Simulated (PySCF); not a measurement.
What an electron can do to AlSb

PBE in PySCF with def2-SVPD on every atom (core potentials on Sb), for the lowest determinant that a PBE0 search found; no spin–orbit coupling.

```csv
species,state (unpaired electrons),Re (Å),ωe (cm⁻¹),energy of the minimum from the neutral (eV),De (eV),dissociates to
AlSb,triplet (π ↑↑),2.777,250,0.00,2.01,Al + Sb
AlSb⁺,"quartet (σ ↑, π ↑↑)",2.801,195,7.00,1.07,Al⁺ + Sb
```

Problem. Work out the lowest energy to break AlSb into atoms, from its vibrational ground state.

Solution. D0 = De − ωe/2 = 2.01 − 0.02 = 1.99 eV (PBE/def2-SVPD).

Problem. Work out the ionisation energy of the Al atom at this level and the threshold of dissociative ionisation.

Solution. IE(Al) = 7.00 + 1.07 − 2.01 = 6.06 eV, so Al⁺ + Sb + e⁻ appears at D0 + IE(Al) = 8.05 eV (PBE/def2-SVPD). The measured IE(Al) is 5.986 eV (NIST ASD).

These are thermodynamic thresholds; the onsets seen under electron impact lie higher where the geometry changes, and cross-sections peak well above them.

Spin–orbit coupling is left out, which matters for elements this heavy, above all for dissociation energies. For an ion De counts to the pair picked by the measured ionisation energies or electron affinities, which need not be the lowest pair at this level. States were picked by a PBE0 search and need not be the measured ground states.
